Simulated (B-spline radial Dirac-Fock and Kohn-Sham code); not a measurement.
**Dipole and non-dipole photoemission parameters of Au⁺ 3p3/2**

System: the Au⁺ ion, 1s2 2s2 2p6 3s2 3p6 3d10 4s2 4p6 4d10 4f14 5s2 5p6 5d10; threshold 2742.5 eV (orbital energy of the model). Level of theory: Dirac-Hartree-Slater photoionisation with a Latter tail; cross sections with all multipoles, angular parameters from the dipole term and its interference with E2; a B-spline atomic structure program.

```tsv
hν (eV)	σ (kb)	β	γ	δ
3010	98.8	0.849	0.328	0.154
5414.7	34.5	1.618	-0.062	0.012
5630	31.9	1.631	-0.060	0.013
8640	?	?	?	?
9251.7	10.8	1.699	0.342	0.026
10600	7.85	1.694	0.538	0.031
10900	7.34	1.693	0.582	0.031
11200	6.88	1.691	0.625	0.032
```

Q: Give the values at 8640 eV.

A: σ = 12.7 kb, β = 1.698, γ = 0.254, δ = 0.024.

Values without a named source are computed, but for edge energies of neutral atoms, which are taken from tables.
